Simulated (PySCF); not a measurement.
Species: PPSbSb tetrahedron, Sb₂P₂.
Geometry (PBE0-D3(BJ)/def2-SVP, Å), atoms numbered from 1 in this order:
```xyz
4
Sb2P2 angstrom
P     -0.392   -0.561    1.257
P     -0.117    1.389    0.208
Sb     1.615   -0.400   -0.292
Sb    -1.022   -0.519   -1.204
```

Method: PBE0-D3(BJ)/def2-SVP geometry optimisation, gas phase, def2 core potentials past Kr (PySCF 2.14.0).

Masses are those of the commonest isotopes; rigid-rotor values at the optimised geometry. The values belong to one conformer.

**Question.** What are A, B and C (GHz)?

**Answer.** Ia = 237.77, Ib = 548.76, Ic = 632.30 u·Å²; 505379 MHz·u·Å²/I gives 2126, 921.0 and 799.3 MHz, that is A = 2.1255, B = 0.9210, C = 0.7993 GHz.

**Question.** What kind of rotor is it?

**Answer.** An asymmetric top. Ray's parameter κ = (2B − A − C)/(A − C) = -0.816; −1 is the prolate and +1 the oblate limit.

**Question.** Is it planar, by Δ = Ic − Ia − Ib?

**Answer.** Not planar: Δ = Ic − Ia − Ib = -154.22 u·Å². For a rigid frame Δ = −2 Σ m c², so Σ m c² = 77.11 u·Å² lies off the ab plane. The atom farthest from that plane is 1.12 Å away.

**Question.** Give the other two planar moments, Paa and Pbb, and the rms extents of the mass along the axes.

**Answer.** Paa = Σ m a² = (Ib + Ic − Ia)/2 = 471.65 and Pbb = Σ m b² = (Ia + Ic − Ib)/2 = 160.66 u·Å². With the mass M = 303.76 u, the rms extents √(P/M) along a, b and c are 1.25, 0.73, 0.50 Å.

**Question.** Which types of transition are allowed, and where do some lines up to J = 2 fall?

**Answer.** The dipole components are |μa| = 0.00 D, |μb| = 1.67 D, |μc| = 0.00 D; the symmetry axis of this C2v structure is b, so μa and μc vanish by symmetry and there are no a-type or c-type lines. Some lines, for components of 0.1 D or more:

```json
{"type": "b", "branch": "Q", "J(Ka,Kc)": "1(1,0) ← 1(0,1)", "MHz": "1326", "lower level (cm⁻¹)": "0.057"}
{"type": "b", "branch": "Q", "J(Ka,Kc)": "2(1,1) ← 2(0,2)", "MHz": "1457", "lower level (cm⁻¹)": "0.172"}
{"type": "b", "branch": "R", "J(Ka,Kc)": "2(0,2) ← 1(1,1)", "MHz": "2227", "lower level (cm⁻¹)": "0.098"}
{"type": "b", "branch": "R", "J(Ka,Kc)": "1(1,1) ← 0(0,0)", "MHz": "2925", "lower level (cm⁻¹)": "0.000"}
{"type": "b", "branch": "Q", "J(Ka,Kc)": "2(2,0) ← 2(1,1)", "MHz": "3622", "lower level (cm⁻¹)": "0.220"}
{"type": "b", "branch": "Q", "J(Ka,Kc)": "2(2,1) ← 2(1,2)", "MHz": "3979", "lower level (cm⁻¹)": "0.208"}
{"type": "b", "branch": "R", "J(Ka,Kc)": "2(1,2) ← 1(0,1)", "MHz": "4523", "lower level (cm⁻¹)": "0.057"}
{"type": "b", "branch": "R", "J(Ka,Kc)": "2(2,1) ← 1(1,0)", "MHz": "7176", "lower level (cm⁻¹)": "0.102"}
{"type": "b", "branch": "R", "J(Ka,Kc)": "2(2,0) ← 1(1,1)", "MHz": "7306", "lower level (cm⁻¹)": "0.098"}
```

Atoms past krypton carry def2 core potentials. No PBE0-D3(BJ)/def2-SVP frequencies stand behind this structure, so it isn't proved a minimum. These are rigid-rotor constants of the computed structure; measured ground-state constants (B0) also hold zero-point vibration.

On an Arm Neoverse V1 with one thread (shared host), this took 20 s and 0.34 GiB of memory at its peak. These figures are those of the optimisation.
